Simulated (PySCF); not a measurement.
Species: C₁₀H₈.
SMILES with atom numbers: `[CH:1]#[C:2][C:3]#[C:4][C:5]1=[CH:6][CH2:7][CH:8]=[CH:9][CH2:10]1` (hydrogens: H11 on C1; H12 on C6; H13, H14 on C7; H15 on C8; H16 on C9; H17, H18 on C10)

A GFN2-xTB structure was refined with PBE0-D3(BJ)/def2-SVP geometry optimisation, gas phase (PySCF). Its GFN2-xTB values:

```json
{"coordinate": "C1≡C2", "GFN2-xTB": "1.206 Å"}
{"coordinate": "C1–H11", "GFN2-xTB": "1.048 Å"}
{"coordinate": "C2–C3", "GFN2-xTB": "1.355 Å"}
{"coordinate": "C3≡C4", "GFN2-xTB": "1.212 Å"}
{"coordinate": "C4–C5", "GFN2-xTB": "1.408 Å"}
{"coordinate": "C5=C6", "GFN2-xTB": "1.335 Å"}
{"coordinate": "C5–C10", "GFN2-xTB": "1.507 Å"}
{"coordinate": "C6–C7", "GFN2-xTB": "1.492 Å"}
{"coordinate": "C6–H12", "GFN2-xTB": "1.082 Å"}
{"coordinate": "C7–C8", "GFN2-xTB": "1.496 Å"}
{"coordinate": "C7–H13", "GFN2-xTB": "1.098 Å"}
{"coordinate": "C8=C9", "GFN2-xTB": "1.321 Å"}
{"coordinate": "C8–H15", "GFN2-xTB": "1.081 Å"}
{"coordinate": "C9–C10", "GFN2-xTB": "1.496 Å"}
{"coordinate": "C9–H16", "GFN2-xTB": "1.082 Å"}
{"coordinate": "C10–H17", "GFN2-xTB": "1.097 Å"}
{"coordinate": "C1–C2–C3", "GFN2-xTB": "179.8°"}
{"coordinate": "C3–C4–C5", "GFN2-xTB": "178.0°"}
{"coordinate": "C4–C5–C6", "GFN2-xTB": "121.2°"}
{"coordinate": "C4–C5–C10", "GFN2-xTB": "115.7°"}
{"coordinate": "C5–C10–C9", "GFN2-xTB": "112.5°"}
{"coordinate": "C6–C5–C10", "GFN2-xTB": "123.1°"}
{"coordinate": "C6–C7–C8", "GFN2-xTB": "112.8°"}
{"coordinate": "C7–C8–C9", "GFN2-xTB": "123.7°"}
```

Q: How do these coordinates change at the PBE0-D3(BJ)/def2-SVP level?

A: 
```
coordinate  PBE0-D3(BJ)/def2-SVP (Å or °)  change
    C1–H11                          1.074  +0.026
     C5=C6                          1.349  +0.014
     C8=C9                          1.335  +0.014
     C2–C3                          1.368  +0.013
    C8–H15                          1.094  +0.013
     C4–C5                          1.421  +0.013
    C9–H16                          1.094  +0.012
     C1≡C2                          1.218  +0.012
    C6–H12                          1.094  +0.012
     C3≡C4                          1.223  +0.011
    C7–H13                          1.108  +0.010
   C10–H17                          1.106  +0.009
    C5–C10                          1.510  +0.003
     C6–C7                          1.491  -0.001
    C9–C10                          1.495  -0.001
     C7–C8                          1.496   0.000
 C4–C5–C10                          116.7    +1.0
 C6–C5–C10                          122.4    -0.7
  C6–C7–C8                          113.5    +0.7
 C5–C10–C9                          113.2    +0.7
  C7–C8–C9                          123.2    -0.5
  C3–C4–C5                          177.5    -0.5
  C4–C5–C6                          120.8    -0.4
  C1–C2–C3                          180.0    +0.2
```

The energy falls by 7.1 kJ/mol over 4 energy and gradient evaluations, the largest force component goes from 0.0218 to 3.0e-04 Eh/bohr, and the atoms move by 0.030 Å rms after alignment. The bond that changes most is C1–H11 (terminal alkyne carbon to alkyne hydrogen), which lengthens by 0.026 Å. Bonds longer at the end by more than 0.005 Å: 14 of 18; shorter: 0. Rotational constants go from 4999, 564.8, 510.6 to 4966, 555.0, 502.3 MHz.

The run used 180 basis functions and 28 SCF cycles in all.

No frequency check.
